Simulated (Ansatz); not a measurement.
Two structures of AlAsN$_{2}$H$_{8}$, singlet, reached by relaxing down either side of one saddle point (PBE0-D4/def2-TZVP). Energies are electronic, without zero-point energy. Ansatz 0.2.0; basis: def2-TZVPP and def2-QZVPP; cores frozen in the correlated methods. Filled d shells of the heavier atoms are correlated. The def2 sets are not built for correlating such inner shells, so the correlated values are less sure here. Extrapolation: Hartree–Fock as exp(−7.88 √X), correlation as X^−2.97. First:

```xyz
12
angstrom
Al -1.2430 1.1642 0.1146
H -2.1100 2.0875 -0.8300
N 0.4243 1.6191 0.5035
N -1.9188 -0.3363 0.7609
H 0.7148 -1.3101 -1.5468
As 1.6117 -1.5873 -0.3531
H 1.0253 1.1436 1.1567
H 0.8705 2.4560 0.1658
H -2.8625 -0.6465 0.5999
H -1.4235 -1.0031 1.3301
H 2.7368 -0.7333 -0.9146
H 2.1746 -2.8539 -0.9869
```

Second:

| atom | x (Å) | y (Å) | z (Å) |
| --- | --- | --- | --- |
| Al1 | 0.2976 | -0.0163 | 0.6897 |
| H2 | -1.7530 | -0.0043 | -2.1200 |
| N3 | 0.8720 | 1.5276 | 1.3330 |
| N4 | -1.4354 | -0.3797 | 0.6837 |
| H5 | -1.7984 | 0.0143 | -2.8666 |
| As6 | 1.8770 | -1.6928 | -0.0867 |
| H7 | 0.2982 | 2.2483 | 1.7393 |
| H8 | 1.8358 | 1.8172 | 1.3229 |
| H9 | -1.8256 | -1.2542 | 0.3733 |
| H10 | -2.1669 | 0.2245 | 1.0209 |
| H11 | 2.7347 | -0.6073 | -0.7265 |
| H12 | 1.0640 | -1.8773 | -1.3629 |

**Question.** Which bonds change from the first to the second?

**Answer.** AlN₂H₅ ([NH2][AlH][NH2]) + AsH₃ → AlAsN₂H₆ ([NH2][Al]([NH2])[AsH2]) + H₂; bonds formed: Al1–As6, H2–H5; bonds broken: Al1–H2, H5–As6.

**Question.** Give the saddle point's structure and its height above each. (Judge from chemistry; the value comes from the calculation.)

**Answer.** Computed: 27.61 kcal/mol above the first and 36.12 kcal/mol above the second (CCSD(T) at an estimated basis limit (MP2 extrapolated from triple and quadruple zeta, plus CCSD(T) − MP2 in triple zeta)).
```tsv
atom	x (Å)	y (Å)	z (Å)
Al1	-0.4084	0.3587	0.1571
H2	-0.6877	0.3848	-1.5226
N3	0.4880	1.6880	0.9046
N4	-1.7739	-0.4992	0.8807
H5	0.2203	-0.2924	-1.3286
As6	1.5879	-1.2694	-0.4922
H7	0.0533	2.5228	1.2608
H8	1.4883	1.7902	0.9016
H9	-2.5233	-0.9263	0.3637
H10	-1.8298	-0.7457	1.8549
H11	2.3905	-0.6485	-1.6212
H12	0.9949	-2.3631	-1.3588
```

The T1 diagnostic stays at or below 0.012.

Labels in which every atom is bracketed show which atoms are joined, not bond orders.

For scale, one of the runs: CCSD(T)/def2-TZVPP, 264 basis functions, launched by `ansatz run in.yaml --threads 8 --pin off --events-out ev --progress --plain --max-ram 19148MiB`. Time: 2.6 min of wall clock on 8 CPU threads of an Intel Xeon; the host was shared. Peak host memory: 6.4 GiB.
